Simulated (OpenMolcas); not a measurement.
# OpenMolcas run: Tl+

Input:

```
&GATEWAY
Coord
1

Tl 0.0 0.0 0.0
Basis=ANO-R1
Group=XYZ
NoMove
AngMom=0.0 0.0 0.0
AMFI
&SEWARD
* reference wave functions (RASSCF and RASSI steps not shown): 2 electrons in 4 orbitals (6s 6p)
>>> COPY JOB002 $Project.JobIph
&CASPT2
Multistate=1 1
Frozen=15 19
IPEA=0.2
Imaginary=0.05
MaxIter=60
WThr=0.0 0.3 0.05
PrWF=0.5
NoMix
>>> COPY JOB003 $Project.JobIph
&CASPT2
Multistate=3 1 2 3
NoMult
Frozen=15 19
IPEA=0.2
Imaginary=0.05
MaxIter=60
WThr=0.0 0.3 0.05
PrWF=0.5
NoMix
>>> COPY JOB004 $Project.JobIph
&CASPT2
Multistate=3 1 2 3
NoMult
Frozen=15 19
IPEA=0.2
Imaginary=0.05
MaxIter=60
WThr=0.0 0.3 0.05
PrWF=0.5
NoMix
```

Launched by
```bash
OMP_NUM_THREADS=1 MOLCAS_MEM=2252 MOLCAS_PROJECT=a pymolcas a.inp > a.log  # once for each step of the input, in one work folder
```

Output, cut to the results:

```
--- CASPT2 ---
Orbital specifications:
      -----------------------

      Symmetry species                           1   2
                                                ag  au
      Frozen orbitals                           15  19
      Inactive orbitals                          5   0
      Active orbitals                            1   3
      Secondary orbitals                         6  10
      Deleted orbitals                           0   0
      Number of basis functions                 27  32
Type of calculation                        SS-CASPT2
      Fock operator                              state-specific
      IPEA shift                                 0.20
      Real shift                                 0.00
      Imaginary shift                            0.05
      The input orbitals will be transformed to quasi-canonical
Reference energy:      -20243.6083166671
      E2 (Non-variational):      -0.3242689750
      Shift correction:          -0.0000535168
      E2 (Variational):          -0.3243224918
      Total energy:          -20243.9326391588
      Residual norm:              0.0000001126
      Reference weight:           0.92842
      Contributions to the CASPT2 correlation energy
      Active & Virtual Only:         -0.0059773201
      One Inactive Excited:          -0.0785491962
      Two Inactive Excited:          -0.2397424586
::    CASPT2 Root  1     Total energy: -20243.93263916
--- CASPT2 ---
Orbital specifications:
      -----------------------

      Symmetry species                           1   2
                                                ag  au
      Frozen orbitals                           15  19
      Inactive orbitals                          5   0
      Active orbitals                            1   3
      Secondary orbitals                         6  10
      Deleted orbitals                           0   0
      Number of basis functions                 27  32
Type of calculation                        SS-CASPT2
      Fock operator                              state-specific
      IPEA shift                                 0.20
      Real shift                                 0.00
      Imaginary shift                            0.05
      The input orbitals will be transformed to quasi-canonical
Reference energy:      -20243.3752360611
      E2 (Non-variational):      -0.2920794963
      Shift correction:          -0.0000411497
      E2 (Variational):          -0.2921206460
      Total energy:          -20243.6673567070
      Residual norm:              0.0000002663
      Reference weight:           0.93860
      Contributions to the CASPT2 correlation energy
      Active & Virtual Only:         -0.0014303548
      One Inactive Excited:          -0.0517058096
      Two Inactive Excited:          -0.2389433320
Reference energy:      -20243.3752360611
      E2 (Non-variational):      -0.2920794963
      Shift correction:          -0.0000411497
      E2 (Variational):          -0.2921206460
      Total energy:          -20243.6673567070
      Residual norm:              0.0000002663
      Reference weight:           0.93860
      Contributions to the CASPT2 correlation energy
      Active & Virtual Only:         -0.0014303548
      One Inactive Excited:          -0.0517058096
      Two Inactive Excited:          -0.2389433320
::    CASPT2 Root  1     Total energy: -20243.66735671
::    CASPT2 Root  2     Total energy: -20243.66735671
::    CASPT2 Root  3     Total energy: -20243.66735671
--- CASPT2 ---
Orbital specifications:
      -----------------------

      Symmetry species                           1   2
                                                ag  au
      Frozen orbitals                           15  19
      Inactive orbitals                          5   0
      Active orbitals                            1   3
      Secondary orbitals                         6  10
      Deleted orbitals                           0   0
      Number of basis functions                 27  32
Type of calculation                        SS-CASPT2
      Fock operator                              state-specific
      IPEA shift                                 0.20
      Real shift                                 0.00
      Imaginary shift                            0.05
      The input orbitals will be transformed to quasi-canonical
Reference energy:      -20243.2576717844
      E2 (Non-variational):      -0.3392396172
      Shift correction:          -0.0001000493
      E2 (Variational):          -0.3393396665
      Total energy:          -20243.5970114509
      Residual norm:              0.0000003447
      Reference weight:           0.91456
      Contributions to the CASPT2 correlation energy
      Active & Virtual Only:         -0.0162346361
      One Inactive Excited:          -0.0840577071
      Two Inactive Excited:          -0.2389472740
Reference energy:      -20243.2576717844
      E2 (Non-variational):      -0.3392396172
      Shift correction:          -0.0001000493
      E2 (Variational):          -0.3393396665
      Total energy:          -20243.5970114509
      Residual norm:              0.0000003447
      Reference weight:           0.91456
      Contributions to the CASPT2 correlation energy
      Active & Virtual Only:         -0.0162346361
      One Inactive Excited:          -0.0840577071
      Two Inactive Excited:          -0.2389472740
::    CASPT2 Root  1     Total energy: -20243.59701145
::    CASPT2 Root  2     Total energy: -20243.59701145
::    CASPT2 Root  3     Total energy: -20243.59701145
```

Levels above the lowest, from the spin-orbit matrix with the single-state CASPT2 energies, averaged by term, on its diagonal:

| Configuration | Term | J | E (cm⁻¹) | Measured (cm⁻¹) | g | Term weight % |
| --- | --- | --- | --- | --- | --- | --- |
| 6s² | ¹S | 0 | 0.0 | 0.0 |  | 100 |
| 6s 6p | ³P° | 0 | 51149 | 49451 |  | 100 |
| 6s 6p | ³P° | 1 | 53448 | 52394 | 1.472 | 94 |
| 6s 6p | ³P° | 2 | 61760 | 61728 | 1.501 | 100 |
| 6s 6p | ¹P° | 1 | 74900 | 75663 | 1.029 | 94 |

Against the 4 measured excited levels shown (NIST Handbook of Basic Atomic Spectroscopic Data) the mean absolute deviation is 890 cm-1; the largest miss in energy is 6s 6p ³P°₀: computed 51149, measured 49451 cm⁻¹ (+3.4 %).

Some high roots are left out of the spin-orbit mixing, which shifts the levels that they would mix with. Terms from blocks run as CI alone lack orbitals of their own. Spin-orbit splittings of 6p shells tend to come out small when the coupling is added on scalar orbitals. Measured partners are found by configuration, term and J. A level has none where our copy of the source lacks it or the pairing is in doubt (some pairs that miss far off the trend of their configuration count as doubtful), and it then counts in no deviation. Only configurations of the active space appear. The first state left out of the spin-orbit step lies near 130000 cm-1 above the lowest spin-free state of the reference (among the parities and spins computed), and the list stops at four fifths of that energy or lower.

The CASPT2 steps took 1.1 s on 1 thread of Intel(R) Xeon(R) Platinum 8488C (Sapphire Rapids) (shared host); the integral step is not counted.

The term weight is that of the spin-free term in the level, not the purity of its configuration. ° marks odd parity.
